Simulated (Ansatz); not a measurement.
C₂H₄F₂Si. Total charge 0; spin multiplicity 1. The bonds changed during the relaxation, so this is another structure than the one it started from. Geometry: relaxed with PBE0-D4/def2-TZVP.

```xyz
9

F    -1.327    1.484   -1.299
Si   -0.724    1.799    0.163
F     0.776    2.235   -0.237
C    -0.101   -0.873    0.813
C     0.524   -0.957   -0.358
H     0.422   -0.587    1.719
H    -1.146   -1.145    0.921
H     0.002   -1.257   -1.260
H     1.572   -0.699   -0.461
```

(1) What is the dipole moment at B3LYP/def2-TZVPP? (Best estimate.)

(2) And with PBE, r2SCAN, ωB97M-V? (Best estimate.)

(3) Give the Mulliken charges with B3LYP, r2SCAN, ωB97M-V in def2-TZVPP. (An estimate is asked.)

Answers

(1) Computed: 1.96 D, with components (0.06, -1.65, 1.05) D in this frame, pointing from negative to positive charge.

(2) Computed: PBE 1.90 D, r2SCAN 1.96 D, ωB97M-V 1.91 D.

(3) Computed: 
```csv
atom,B3LYP,r2SCAN,ωB97M-V
F1,-0.31,-0.31,-0.29
Si2,0.53,0.50,0.50
F3,-0.31,-0.31,-0.29
C4,-0.28,-0.21,-0.31
C5,-0.18,-0.15,-0.18
H6,0.14,0.12,0.15
H7,0.14,0.12,0.15
H8,0.13,0.11,0.13
H9,0.13,0.11,0.13
```

B3LYP here is the variant with VWN-RPA as its local correlation; programs differ in this.
